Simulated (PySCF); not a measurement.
## State search for BeCd

Unrestricted PBE0; Be cc-pVDZ, Cd cc-pVDZ-PP with ECP28; scalar-relativistic core potentials (PySCF 2.14). Outer shells of the fragments: Be 2s2; Cd 4d10 5s2.

Followed along the bond (rough minima from three points):

```tsv
2Ms+1	unpaired	⟨S²⟩ at the start	R at minimum (Å)	Te (eV)
1	none	0.00	3.03	0.00
3	σ ↑, π ↑	2.02	2.33	1.35
3	σ ↑↑	2.00	2.50	1.49
1	σ ↑, π ↓	1.03	2.30	1.77
```

Solutions found at the starting distance of 2.360 Å, counted from the lowest of them; the search is not exhaustive and high or unbound solutions are not listed, so other states can lie among these:

| 2Ms+1 | unpaired | term | E (eV) | ⟨S²⟩ | ⟨Lz²⟩ | μ (D) |
| --- | --- | --- | --- | --- | --- | --- |
| 1 | none | ¹Σ⁺ | 0.00 | 0.00 | 0.00 | 0.51 |
| 3 | σ ↑, π ↑ | ³Π | 1.06 | 2.02 | 1.00 | 1.37 |
| 3 | σ ↑↑ | ³Σ⁺ | 1.23 | 2.00 | 0.00 | -0.46 |
| 1 | σ ↑, π ↓ | mixed | 1.48 | 1.03 | 1.00 | 1.36 |
| 3 | π ↑↑ | ³Σ⁻ | 3.25 | 2.10 | 0.00 | 1.62 |
| 1 | π ↑↓ | mixed | 3.51 | 1.00 | 2.01 | 1.36 |
| 1 | none | mixed | 4.07 | 0.00 | 2.00 | 0.91 |
| 3 | π ↑↑ | mixed | 5.33 | 2.02 | 2.01 | -1.69 |

A term symbol is given only where ⟨S²⟩ and ⟨Lz²⟩ are close to those of a pure state; real π, δ and φ orbitals otherwise mix terms. A positive dipole means Be(−)Cd(+).

Problem. Compare the gap between the two lowest followed solutions at the starting distance with the gap between their minima.

Solution. At PBE0 the second solution (triplet, unpaired electrons σ ↑, π ↑) lies +1.06 eV from the first (singlet, closed shell) at 2.360 Å and +1.35 eV at the minima; the two curves relax by different amounts, since their minima lie near 2.33 and 3.03 Å.

Counting both spins, an empty level lies below a filled one in some of these solutions, because spin and occupation are held.
